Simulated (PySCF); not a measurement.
Structure from 2D NMR

Compound of formula C8H7ClSi. Correlations simulated from computed shifts and the bond graph:

HSQC (one-bond C–H):
```csv
δH,δC
7.91,157.4
7.40,133.6
7.26,134.2
7.12,131.5
6.39,131.1
```

COSY cross peaks (H two or three bonds apart, from the bond graph; peaks can be absent where the dihedral angle is near 90°):
```csv
δH,δH
7.91,6.39
7.40,7.12
7.26,7.12
6.39,5.03
```

HMBC (two and three bonds, from the bond graph):
```csv
δH,δC
7.91,"150.3, 141.4, 138.4, 131.1"
7.40,"150.3, 138.4, 134.2, 131.5"
7.26,"150.3, 141.4, 133.6, 131.5"
7.12,"141.4, 138.4, 134.2, 133.6"
6.39,"157.4, 150.3, 138.4"
5.03,"157.4, 150.3, 138.4, 133.6, 131.1"
```

Carbons without hydrogens: δ 150.3, 141.4, 138.4.

All values are calculated (PySCF): structure optimised with PBE0-D3(BJ)/def2-SVP, σ from GIAO-PBE/pcSseg-1. No solvent, fast rotation and ring inversion assumed for equivalent nuclei, non-relativistic Hamiltonian, one computed conformer.

Referencing at the same level of theory: ¹H, ¹³C vs TMS.

Exchangeable hydrogens are left out of these lists.

Which molecule is this?

Results:

`Clc1cccc2c1C=C[SiH2]2`.

Atom-mapped SMILES (the numbers label the heavy atoms): `[Cl:1][c:2]1[cH:3][cH:4][cH:5][c:6]2[c:7]1[CH:8]=[CH:9][SiH2:10]2`. Hydrogens are named by the atom that carries them.

- δC 157.4 is C8, an alkene CH (δH 7.91).
- δC 150.3 is C7, a substituted aromatic carbon.
- δC 141.4 is C2, an aromatic carbon bearing chlorine.
- δC 138.4 is C6, a substituted aromatic carbon.
- δC 134.2 is C3, an aromatic CH (δH 7.26).
- δC 133.6 is C5, an aromatic CH (δH 7.40).
- δC 131.5 is C4, an aromatic CH (δH 7.12).
- δC 131.1 is C9, an alkene CH (δH 6.39).
- HMBC from δH 7.91 reaches the proton-free carbons C7, C2, C6.
- HMBC from δH 7.40 reaches the proton-free carbons C7, C6.
- HMBC from δH 7.26 reaches the proton-free carbons C7, C2.
- HMBC from δH 7.12 reaches the proton-free carbons C2, C6.
- COSY links 7.91–6.39, 7.40–7.12, 7.26–7.12, 6.39–5.03.

The data come from this structure; uniqueness wasn't tested.

Carbons that carry Cl, above all several Cl atoms, come out too deshielded, partly because spin–orbit coupling is missing. Shifts are as computed. Against solution values, carbons near 30 ppm lie about +2 ppm off and those near 130 ppm about +2 ppm. Of 1211 compounds with measured shifts, 218 miss one by over three times the rms of a fit or turn the order of signals round; such compounds aren't used in these exercises.
